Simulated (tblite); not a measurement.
Record of a relaxation.

Species: C3H4FGaO.
Atom-mapped SMILES: `[F:1][Ga:2]1[CH:3]=[CH:4][CH2:5][O:6]1` (hydrogens: H7 on C3; H8 on C4; H9, H10 on C5)

Computed with GFN2-xTB (tblite), gas phase: L-BFGS steps from a force-field or distance-geometry start until the largest atomic force falls under 0.01 eV/Å. 10 of its 58 geometries are shown.

Step 0: E = -502.3898 eV, largest atomic force 2.598 eV/Å
```
atom  x, y, z in Å  |  force x, y, z in eV/Å
F1      3.139    0.315    0.275   -0.994  -0.093  -0.790
Ga2     1.500    0.231   -0.775    0.581   0.560   0.465
C3     -0.297    1.308   -0.371    0.820   0.816  -0.421
C4     -1.012    0.329    0.100   -1.501   1.417   0.352
C5     -0.366   -0.986    0.201   -0.157  -1.853   1.814
O6      0.466   -1.304   -0.832    0.629  -0.461  -0.795
H7     -0.498    2.355   -0.551   -0.019  -0.295   0.039
H8     -2.065    0.482    0.439    0.899  -0.326  -0.204
H9      0.306   -0.960    1.123   -1.029  -0.088  -0.060
H10    -1.164   -1.765    0.369    0.771   0.323  -0.400
```

Step 6: E = -502.8031 eV, largest atomic force 0.823 eV/Å
```
atom  x, y, z in Å  |  force x, y, z in eV/Å
F1      2.999    0.302    0.137    0.336   0.031  -0.018
Ga2     1.491    0.293   -0.728   -0.284  -0.049  -0.331
C3     -0.224    1.335   -0.378   -0.223  -0.064   0.088
C4     -0.976    0.367    0.110   -0.235   0.315  -0.105
C5     -0.366   -1.009    0.232    0.025  -0.485   0.664
O6      0.536   -1.308   -0.780    0.458   0.058   0.074
H7     -0.491    2.360   -0.561    0.040  -0.012   0.037
H8     -2.010    0.470    0.431    0.211   0.080   0.000
H9      0.174   -1.002    1.214   -0.331  -0.084  -0.114
H10    -1.125   -1.803    0.299    0.004   0.211  -0.295
```

Step 13: E = -503.0160 eV, largest atomic force 0.477 eV/Å
```
atom  x, y, z in Å  |  force x, y, z in eV/Å
F1      3.065    0.340   -0.082    0.282   0.197  -0.233
Ga2     1.489    0.342   -0.858   -0.080  -0.208   0.422
C3     -0.250    1.341   -0.388    0.107  -0.162  -0.133
C4     -0.966    0.366    0.129    0.110   0.021   0.048
C5     -0.366   -1.053    0.293   -0.293   0.285   0.013
O6      0.758   -1.316   -0.472   -0.117   0.406   0.046
H7     -0.485    2.384   -0.544   -0.013  -0.255   0.005
H8     -1.982    0.512    0.489    0.241  -0.209   0.049
H9     -0.108   -1.132    1.371   -0.225  -0.056  -0.267
H10    -1.147   -1.780    0.040   -0.012  -0.018   0.050
```

Step 19: E = -503.2336 eV, largest atomic force 0.455 eV/Å
```
atom  x, y, z in Å  |  force x, y, z in eV/Å
F1      3.238    0.466   -0.405    0.142   0.082  -0.255
Ga2     1.533    0.331   -0.770   -0.002   0.039   0.333
C3     -0.221    1.295   -0.444   -0.133   0.083   0.254
C4     -0.941    0.375    0.160   -0.088  -0.446   0.023
C5     -0.435   -1.050    0.327    0.086   0.070  -0.233
O6      0.855   -1.228   -0.159   -0.173  -0.377   0.035
H7     -0.493    2.326   -0.539    0.078   0.145  -0.201
H8     -1.925    0.492    0.579   -0.188   0.275  -0.051
H9     -0.451   -1.265    1.402   -0.001  -0.054   0.027
H10    -1.150   -1.737   -0.172    0.278   0.182   0.068
```

Step 25: E = -503.3565 eV, largest atomic force 0.242 eV/Å
```
atom  x, y, z in Å  |  force x, y, z in eV/Å
F1      3.312    0.564   -0.719    0.052  -0.006  -0.072
Ga2     1.588    0.333   -0.538   -0.137  -0.045  -0.056
C3     -0.207    1.284   -0.387    0.133   0.025   0.078
C4     -0.957    0.368    0.188   -0.066  -0.092  -0.036
C5     -0.463   -1.058    0.349    0.077  -0.206  -0.037
O6      0.871   -1.261    0.000   -0.042   0.177   0.136
H7     -0.466    2.304   -0.600    0.076   0.053   0.070
H8     -1.947    0.534    0.580   -0.170   0.004  -0.172
H9     -0.637   -1.355    1.392    0.129  -0.027   0.035
H10    -1.085   -1.708   -0.286   -0.051   0.118   0.053
```

Step 32: E = -503.3923 eV, largest atomic force 0.172 eV/Å
```
atom  x, y, z in Å  |  force x, y, z in eV/Å
F1      3.293    0.564   -0.839    0.061  -0.021  -0.049
Ga2     1.592    0.342   -0.514   -0.035  -0.076   0.058
C3     -0.182    1.288   -0.315   -0.040   0.045  -0.035
C4     -0.976    0.358    0.177    0.029   0.052   0.096
C5     -0.465   -1.060    0.375    0.036  -0.037  -0.020
O6      0.878   -1.234    0.068    0.097  -0.031  -0.029
H7     -0.415    2.306   -0.557   -0.045   0.083   0.066
H8     -2.007    0.518    0.454   -0.018  -0.045  -0.049
H9     -0.633   -1.387    1.411   -0.069   0.155  -0.029
H10    -1.078   -1.690   -0.282   -0.016  -0.124  -0.010
```

Step 38: E = -503.4052 eV, largest atomic force 0.134 eV/Å
```
atom  x, y, z in Å  |  force x, y, z in eV/Å
F1      3.286    0.546   -0.905   -0.006  -0.027  -0.012
Ga2     1.593    0.338   -0.493    0.048   0.061   0.021
C3     -0.180    1.302   -0.291    0.037  -0.005   0.026
C4     -0.974    0.355    0.168   -0.027   0.031  -0.128
C5     -0.456   -1.061    0.374   -0.071   0.044   0.020
O6      0.891   -1.237    0.087   -0.022  -0.012  -0.002
H7     -0.410    2.333   -0.498   -0.022  -0.052   0.026
H8     -2.024    0.484    0.383   -0.002   0.010   0.058
H9     -0.653   -1.342    1.417    0.041   0.016   0.031
H10    -1.064   -1.715   -0.265    0.022  -0.065  -0.040
```

Step 44: E = -503.4086 eV, largest atomic force 0.038 eV/Å
```
atom  x, y, z in Å  |  force x, y, z in eV/Å
F1      3.282    0.533   -0.924    0.027  -0.016  -0.003
Ga2     1.601    0.346   -0.473   -0.027   0.026  -0.002
C3     -0.176    1.305   -0.279   -0.006  -0.006  -0.008
C4     -0.980    0.353    0.148   -0.001  -0.003   0.009
C5     -0.461   -1.061    0.370    0.003   0.011  -0.007
O6      0.888   -1.234    0.084    0.004  -0.002   0.005
H7     -0.412    2.334   -0.478   -0.001  -0.003   0.008
H8     -2.029    0.483    0.371   -0.001   0.009  -0.007
H9     -0.649   -1.320    1.421    0.001  -0.012  -0.004
H10    -1.056   -1.735   -0.260    0.000  -0.004   0.009
```

Step 51: E = -503.4090 eV, largest atomic force 0.014 eV/Å
```
atom  x, y, z in Å  |  force x, y, z in eV/Å
F1      3.288    0.522   -0.917   -0.001  -0.009  -0.001
Ga2     1.599    0.352   -0.478    0.002  -0.005   0.002
C3     -0.180    1.306   -0.282   -0.009  -0.001   0.009
C4     -0.982    0.353    0.147    0.001  -0.010  -0.002
C5     -0.460   -1.060    0.369    0.006   0.002  -0.003
O6      0.889   -1.230    0.079    0.002   0.011   0.003
H7     -0.417    2.336   -0.475   -0.005   0.001  -0.004
H8     -2.030    0.485    0.370    0.006  -0.005   0.000
H9     -0.643   -1.320    1.421    0.001   0.003  -0.001
H10    -1.056   -1.740   -0.256   -0.003   0.013  -0.004
```

Step 57: E = -503.4091 eV, largest atomic force 0.009 eV/Å
```
atom  x, y, z in Å  |  force x, y, z in eV/Å
F1      3.288    0.509   -0.920   -0.005  -0.001   0.001
Ga2     1.599    0.357   -0.476    0.001   0.001   0.001
C3     -0.182    1.309   -0.279    0.006   0.000  -0.007
C4     -0.982    0.353    0.148   -0.001   0.004   0.002
C5     -0.457   -1.059    0.369    0.001  -0.003   0.002
O6      0.891   -1.225    0.081   -0.001  -0.002   0.001
H7     -0.423    2.337   -0.475    0.001  -0.001   0.002
H8     -2.031    0.481    0.368   -0.008   0.000   0.004
H9     -0.642   -1.321    1.420    0.000   0.002  -0.004
H10    -1.053   -1.736   -0.259    0.007  -0.001  -0.001
```

Question: Summarise the path.

Answer: The energy falls by 1.0193 eV from step 0 to step 57; nine tenths of that is first reached at step 21. It falls at every step. The largest force goes from 2.598 to 0.009 eV/Å. Among the bonds F1–Ga2 changes most, from 1.948 to 1.753 Å; the atoms move by 0.649 Å rms after alignment.

Question: Follow the three bonds and two angles with the largest change from start to end.

Answer: 
| step | E above end (eV) | largest force (eV/Å) | F1–Ga2 (Å) | Ga2–C3 (Å) | C4–C5 (Å) | F1–Ga2–C3 (°) | Ga2–O6–C5 (°) |
| --- | --- | --- | --- | --- | --- | --- | --- |
| 0 | 1.0193 | 2.598 | 1.948 | 2.133 | 1.468 | 125.8 | 97.1 |
| 2 | 0.8043 | 0.952 | 1.884 | 2.123 | 1.540 | 126.9 | 97.0 |
| 5 | 0.6513 | 0.806 | 1.738 | 2.069 | 1.531 | 129.7 | 96.6 |
| 7 | 0.5776 | 0.804 | 1.744 | 2.013 | 1.507 | 130.1 | 98.1 |
| 10 | 0.4953 | 0.782 | 1.761 | 2.004 | 1.540 | 130.1 | 101.3 |
| 12 | 0.4238 | 0.724 | 1.761 | 2.040 | 1.557 | 130.5 | 104.3 |
| 15 | 0.3179 | 1.005 | 1.744 | 2.075 | 1.509 | 134.1 | 107.8 |
| 17 | 0.2322 | 0.749 | 1.757 | 2.048 | 1.494 | 138.9 | 111.5 |
| 20 | 0.1515 | 0.428 | 1.749 | 2.027 | 1.524 | 141.5 | 110.7 |
| 22 | 0.0869 | 0.298 | 1.770 | 2.028 | 1.518 | 145.1 | 109.3 |
| 25 | 0.0526 | 0.242 | 1.748 | 2.036 | 1.517 | 144.6 | 108.8 |
| 27 | 0.0393 | 0.202 | 1.751 | 2.029 | 1.528 | 143.9 | 109.0 |
| 30 | 0.0251 | 0.163 | 1.756 | 2.023 | 1.526 | 144.3 | 109.7 |
| 32 | 0.0168 | 0.172 | 1.747 | 2.020 | 1.521 | 144.5 | 109.9 |
| 35 | 0.0096 | 0.131 | 1.746 | 2.024 | 1.524 | 143.9 | 109.6 |
| 37 | 0.0056 | 0.171 | 1.750 | 2.028 | 1.524 | 144.0 | 109.5 |
| 40 | 0.0015 | 0.074 | 1.756 | 2.028 | 1.521 | 144.3 | 109.2 |
| 42 | 0.0009 | 0.046 | 1.752 | 2.028 | 1.522 | 144.4 | 109.3 |
| 45 | 0.0004 | 0.031 | 1.751 | 2.029 | 1.522 | 144.8 | 109.6 |
| 47 | 0.0003 | 0.014 | 1.753 | 2.028 | 1.522 | 145.1 | 109.6 |
| 50 | 0.0002 | 0.015 | 1.753 | 2.027 | 1.522 | 145.4 | 109.6 |
| 52 | 0.0001 | 0.013 | 1.753 | 2.029 | 1.523 | 145.5 | 109.7 |
| 55 | 0.0001 | 0.015 | 1.753 | 2.030 | 1.522 | 145.8 | 109.7 |
| 57 | 0.0000 | 0.009 | 1.753 | 2.030 | 1.522 | 146.1 | 109.7 |

What follows is the cost of the whole relaxation. Time: 0.22 s wall. Hardware: an Arm Neoverse V2 with one thread, shared host.
